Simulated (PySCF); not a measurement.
Gas-phase reaction: 2 InH3 + C4H6 (butadiene) → 2 InH + C4H10 (isobutane)

Energies from PySCF (xtb for GFN2), thermal terms from the rigid-rotor harmonic-oscillator model, ideal gas at 1 bar. † marks an energy on the PBE0/def2-TZVP geometry and frequencies; other levels use their own. CCSD(T) freezes the core. All species are closed-shell singlets. In: scalar-relativistic def2 core potential, no spin-orbit coupling. InH3, InH: computed as isolated molecules; such fragments, hydroxides, amides, oligomers or adducts are transient or little studied in the gas. CCSD(T) isn't extrapolated to the basis-set limit. The harmonic model lacks anharmonicity and excited electronic states, which grow with temperature; levels with a mode under 35 cm⁻¹ are left out. Internal rotation in C4H6 (butadiene), C4H10 (isobutane) is treated as a harmonic vibration of one conformer, which makes the entropy rough.

| level | ΔE electronic, kJ | ΔH°(298 K), kJ | ΔS°(298 K), J/K | ΔG°(1400 K), kJ |
|---|---|---|---|---|
| BLYP/def2-TZVP† | -286 | -236 | -27 | -182 |
| CCSD(T)/def2-SVP† | -299 | -250 | -27 | -196 |
| GFN2-xTB | -481 | -421 | -26 | -362 |
| HF/def2-TZVP† | -272 | -222 | -27 | -169 |
| M06-2X/def2-TZVP† | -303 | -254 | -27 | -200 |
| PBE/def2-SVP | -306 | -256 | -28 | -201 |
| PBE0/def2-SVP† | -315 | -265 | -27 | -211 |
| r2SCAN/def2-TZVP† | -270 | -220 | -27 | -166 |
| ωB97M-V/def2-TZVP† | -273 | -224 | -27 | -170 |
ΔH° is lowest at GFN2-xTB and highest at r2SCAN/def2-TZVP†. No reference value is set beside these.
